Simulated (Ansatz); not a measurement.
## Molecular dynamics of C$_{2}$H$_{7}$ClOSi

Input:

```yaml
crystal:
  periodic: [false, false, false]
  atoms:
    - { symbol: Si, position_ang: [0.139858, -0.12779, 0.131223] }
    - { symbol: Cl, position_ang: [0.367179, 0.070276, 2.32551] }
    - { symbol: C, position_ang: [1.831577, 0.097904, -0.677171] }
    - { symbol: H, position_ang: [2.516392, -0.690374, -0.327661] }
    - { symbol: H, position_ang: [1.737494, 0.024011, -1.772875] }
    - { symbol: H, position_ang: [2.254993, 1.0801, -0.415016] }
    - { symbol: H, position_ang: [-0.920372, 0.897475, -0.226676] }
    - { symbol: O, position_ang: [-0.39477, -1.727739, -0.266032] }
    - { symbol: C, position_ang: [-1.670934, -2.27936, 0.191464] }
    - { symbol: H, position_ang: [-1.652933, -2.449875, 1.281872] }
    - { symbol: H, position_ang: [-2.516318, -1.611516, -0.059345] }
    - { symbol: H, position_ang: [-1.798666, -3.239311, -0.327892] }
basis:
  gaussian: { orbitals: "6-31G" }
hamiltonian:
  xc: pbe
  dispersion: d4
md:
  timestep: 0.5
  n_steps: 100
  ensemble: nvt_langevin
  temperature: 700.0
  initial_velocities: maxwell_boltzmann
  seed: 113686
  friction: 0.02
```

Command:

```bash
$ ansatz run input.yaml --threads 1 --pin off --max-ram 2048MiB --backend cpu --events-out ev --progress --plain --runs-dir out
```

It starts from a relaxed structure.

Output, in part (step lines, the closing report, with atoms numbered from 0):

```
md step     0: t =     0.00 fs  T =   641.7 K  F+E_penalty+E_count = -24619.96608446 eV  E_kin = 0.995302 eV  (25 SCF iters)
[... lines left out ...]
Total energy: -24619.30156881 eV, -904.7426450918 hartree
Atom 0 at     0.098372    -0.138648     0.296389 Å, force     1.661905    -0.091036     0.180844 eV/Å
Atom 1 at     0.419436     0.269909     2.540101 Å, force    -0.361532    -0.484544    -0.562032 eV/Å
Atom 2 at     1.931636     0.195971    -0.360567 Å, force     0.128461    -2.491791     1.903723 eV/Å
Atom 3 at     2.103617    -0.702552    -0.954558 Å, force     0.033803    -0.162461    -1.004487 eV/Å
Atom 4 at     2.147666     1.090803    -0.896244 Å, force    -0.099655     1.023752    -0.549224 eV/Å
Atom 5 at     2.728939     0.002068     0.448029 Å, force    -1.278862     0.783553    -0.464295 eV/Å
Atom 6 at    -0.924987     0.927238     0.026394 Å, force    -0.383747    -0.122457    -0.228886 eV/Å
Atom 7 at    -0.388622    -1.786528    -0.288790 Å, force     1.458604     1.994900     0.379523 eV/Å
Atom 8 at    -1.713542    -2.271632    -0.038270 Å, force    -0.913551     0.920661     1.131908 eV/Å
Atom 9 at    -1.662742    -3.067596     0.691295 Å, force    -0.012119    -0.427641     0.770729 eV/Å
Atom 10 at    -2.390499    -1.446562     0.360129 Å, force     0.257359    -0.882452    -0.518467 eV/Å
Atom 11 at    -2.092865    -2.724396    -0.932438 Å, force    -0.490665    -0.060484    -1.039336 eV/Å
Dipole moment:    -0.237517    -0.086637    -0.602797 e Å
```

The steps, from the saved trajectory:

| time (fs) | T (K) | potential energy less start (eV) |
| --- | --- | --- |
| 0 | 642 | 0.000 |
| 1.5 | 551 | 0.170 |
| 3 | 416 | 0.315 |
| 4.5 | 520 | 0.238 |
| 6 | 439 | 0.285 |
| 7.5 | 330 | 0.414 |
| 9 | 319 | 0.443 |
| 10.5 | 470 | 0.315 |
| 12 | 437 | 0.405 |
| 13.5 | 453 | 0.494 |
| 15 | 558 | 0.401 |
| 16.5 | 587 | 0.464 |
| 18 | 570 | 0.550 |
| 19.5 | 615 | 0.465 |
| 21 | 665 | 0.456 |
| 22.5 | 658 | 0.511 |
| 24 | 661 | 0.560 |
| 25.5 | 624 | 0.571 |
| 27 | 613 | 0.612 |
| 28.5 | 612 | 0.676 |
| 30 | 553 | 0.724 |
| 31.5 | 588 | 0.632 |
| 33 | 527 | 0.612 |
| 34.5 | 502 | 0.671 |
| 36 | 648 | 0.573 |
| 37.5 | 655 | 0.436 |
| 39 | 585 | 0.598 |
| 40.5 | 556 | 0.767 |
| 42 | 516 | 0.767 |
| 43.5 | 500 | 0.829 |
| 45 | 404 | 1.021 |
| 46.5 | 440 | 1.008 |
| 48 | 545 | 0.784 |
| 49.5 | 666 | 0.653 |

All steps were run. The mean temperature of the second half is 19 % below the set value. A run of 0.05 ps of so small a system gives no equilibrium averages. Limits of this set-up: no polarisation functions.

The same pairs are bonded in the first frame and the last. Pairs count as bonded within 1.25 times the sum of covalent radii (0.12 Å more for H–H).

Last frame:

```xyz
12
Properties=species:S:1:pos:R:3
Si 0.098 -0.139 0.296
Cl 0.419 0.270 2.540
C 1.932 0.196 -0.361
H 2.104 -0.703 -0.955
H 2.148 1.091 -0.896
H 2.729 0.002 0.448
H -0.925 0.927 0.026
O -0.389 -1.786 -0.289
C -1.714 -2.272 -0.038
H -1.663 -3.068 0.691
H -2.390 -1.447 0.360
H -2.093 -2.724 -0.932
```

Time of the run: 6.4 min on 1 thread of Arm Neoverse V1, with other jobs on the host, peak memory 0.12 GiB.
